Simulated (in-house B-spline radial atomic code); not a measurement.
## How G0W0 and RPA depend on the start: Pr⁵⁺

Configuration [Kr] 4d10 5s2 5p6. Computed with an all-electron radial atomic-structure program (B-spline basis): all electrons, scalar-relativistic (spin-free one-electron X2C), finite nucleus, each spin shell either full or empty, empty states to l = 9 with an (l + 1/2)⁻⁴ tail; G0W0 by contour deformation at full frequency.

Spin-orbit coupling, left out, splits p levels strongly here.

```csv
start,mean-field 5p (eV),G0W0 (eV),QP weight,RPA correlation (Eh)
Hartree-Fock,-83.36,-84.41,0.966,-4.1303
LDA VWN5,-76.98,-83.22,0.679,-4.4875
PBE,-76.79,-83.22,0.684,-4.4821
PBE0,-78.79,-83.98,0.925,-4.3799
r2SCAN,-77.37,-83.68,0.812,-4.4209
HSE06,-78.30,-83.96,0.915,-4.3882
B3LYP (VWN-RPA),-78.33,-83.95,0.912,-4.4002
SCAN,-77.39,-83.68,0.821,-4.4187
TPSS,-76.98,-83.45,0.749,-4.4639
BHandHLYP,-80.50,-84.20,0.950,-4.2903
CAM-B3LYP,-80.20,-84.13,0.944,-4.3578
LC-wPBE,-81.75,?,?,?
wB97X,-81.19,?,?,?
PBEsol,-76.82,-83.21,0.683,-4.4841
BLYP,-76.55,-83.15,0.649,-4.483
r2SCAN0,-79.15,-84.10,0.933,-4.3404
```

**Question.** What G0W0 level, weight and RPA correlation energy follow from the wB97X start?

**Answer.** G0W0 level -84.12 eV, weight 0.952, RPA correlation -4.3392 hartree.

**Question.** What G0W0 level, weight and RPA correlation energy follow from the LC-wPBE start?

**Answer.** G0W0 level -84.16 eV, weight 0.953, RPA correlation -4.3576 hartree.

**Question.** How much of the dependence on the start does G0W0 remove?

**Answer.** The mean-field levels span 6.81 eV and the G0W0 levels 1.26 eV.
